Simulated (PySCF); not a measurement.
Job file and geometry (Å, from GFN2-xTB) of an NMR shielding run on SMILES O[SiH2]OC1=C(C[SiH3])[C@@H]1F, C₄H₉FO₂Si₂, GIAO PBE0/pcSseg-1 NMR shielding, non-relativistic, gas phase (PySCF 2.14.0, density-fitted response routines); density fitting, a coarse starting grid and PySCF grid level 2 are the driver's defaults:

```
$ OMP_NUM_THREADS=1 python probes_run.py task.json out

{"job": {"kind": "nmr", "xc": "PBE0", "basis": "pcSseg-1"}, "charge": 0, "multiplicity": 1}
O      4.116212     1.291128     0.057354
Si     3.097046     0.176371     0.626280
O      1.729788     0.402354    -0.268371
C      0.613790    -0.292123    -0.262807
C     -0.651601    -0.443716    -0.571808
C     -1.934672     0.027449    -1.085945
Si    -3.031095     0.660894     0.357399
C     -0.010907    -1.541194     0.205769
F     -0.308137    -1.654866     1.571960
H      3.814012     2.139751    -0.256442
H      2.765919     0.389637     2.030385
H      3.717939    -1.102912     0.325349
H     -1.767107     0.823700    -1.811669
H     -2.446815    -0.790903    -1.594424
H     -4.320413     1.040203    -0.228151
H     -3.204631    -0.406826     1.335891
H     -2.383378     1.827809     0.954618
H      0.195292    -2.540438    -0.162052
```

**Question.** What does the program print?

**Answer.** 
```
coarse grid: 16432 points
cycle   1  E = -986.1070592252  dE =  1.387e+00  |g| = 9.798e-01  |ddm| = 4.008e+00
cycle   2  E = -985.9192499787  dE =  1.878e-01  |g| = 1.436e+00  |ddm| = 1.935e+00
cycle   3  E = -986.2698585347  dE = -3.506e-01  |g| = 9.964e-02  |ddm| = 1.343e+00
cycle   4  E = -986.2715560716  dE = -1.698e-03  |g| = 4.552e-02  |ddm| = 1.364e-01
cycle   5  E = -986.2719803078  dE = -4.242e-04  |g| = 2.080e-02  |ddm| = 5.847e-02
cycle   6  E = -986.2720723793  dE = -9.207e-05  |g| = 5.284e-03  |ddm| = 2.464e-02
cycle   7  E = -986.2720784901  dE = -6.111e-06  |g| = 1.065e-03  |ddm| = 6.055e-03
final grid: 151056 points
cycle   8  E = -986.3511529349  dE = -2.866e-05  |g| = 1.051e-02  |ddm| = 2.994e-02
cycle   9  E = -986.3511246557  dE =  2.828e-05  |g| = 1.635e-02  |ddm| = 2.056e-02
cycle  10  E = -986.3511731140  dE = -4.846e-05  |g| = 1.607e-03  |ddm| = 1.283e-02
cycle  11  E = -986.3511736569  dE = -5.430e-07  |g| = 4.512e-04  |ddm| = 1.966e-03
cycle  12  E = -986.3511736953  dE = -3.836e-08  |g| = 1.455e-04  |ddm| = 5.224e-04
cycle  13  E = -986.3511736997  dE = -4.398e-09  |g| = 2.703e-05  |ddm| = 1.447e-04
cycle  14  E = -986.3511736998  dE = -1.467e-10  |g| = 8.651e-06  |ddm| = 3.387e-05
converged SCF energy = -986.3511736998

GIAO shielding tensors (ppm)
atom      isotropic    diamagn.    paramagn.     s11        s22        s33       span
  0 O      301.603     385.698     -84.095    254.190    300.234    350.385     96.195
  1 Si     376.972     879.552    -502.581    348.329    382.605    399.980     51.652
  2 O      235.285     399.970    -164.686    158.125    226.412    321.316    163.191
  3 C       50.654     254.223    -203.569    -49.767     85.839    115.890    165.657
  4 C       88.480     262.708    -174.228     -6.492    102.793    169.140    175.632
  5 C      179.398     252.660     -73.262    164.451    179.359    194.385     29.934
  6 Si     418.442     878.956    -460.514    391.078    407.151    457.095     66.016
  7 C      112.991     248.870    -135.879     61.853     75.316    201.803    139.950
  8 F      333.885     477.297    -143.412    227.591    335.184    438.880    211.288
  9 H       29.686      32.545      -2.859     21.288     25.605     42.166     20.878
 10 H       26.526      30.284      -3.758     22.810     25.498     31.270      8.460
 11 H       26.667      28.978      -2.311     22.865     25.231     31.906      9.040
 12 H       29.592      30.877      -1.285     24.558     28.411     35.806     11.248
 13 H       29.758      29.058       0.700     25.038     27.812     36.425     11.387
 14 H       27.653      27.911      -0.258     24.382     25.019     33.557      9.175
 15 H       27.662      28.775      -1.112     24.076     26.971     31.941      7.865
 16 H       27.819      29.353      -1.534     24.490     26.683     32.284      7.795
 17 H       26.777      32.328      -5.552     21.789     26.199     32.341     10.552
```

**Question.** Turn these shieldings into chemical shifts. Chemical shifts δ = σref − σ; H2O for 17O (σ = 336.08 ppm); 29Si (σ = 349.16 ppm) and 13C (σ = 186.93 ppm) and 1H (σ = 31.72 ppm) against TMS; CFCl3 for 19F (σ = 170.95 ppm), all at this level.

**Answer.** Averaging equivalent atoms: O 2: 100.8; O 0: 34.5; Si 1: -27.8; Si 6: -69.3; C 3: 136.3; C 4: 98.4; C 7: 73.9; C 5: 7.5; F 8: -162.9; H 10: 5.19; H 11: 5.05; H 17: 4.94; H 14/15/16: 4.01; H 12: 2.12; H 9: 2.03; H 13: 1.96 ppm. Unscaled 19F shifts against computed CFCl3 carry errors that often reach 10 to 50 ppm. Experimental scales use liquid or dissolved standards, which lie at an offset from isolated H2O (liquid H2O: subtract about 36 ppm).

Size and cost of the density-fitted run: 212 basis functions, 49 s wall time on 1 thread of an Arm Neoverse V1, shared host; peak memory 0.94 GiB.
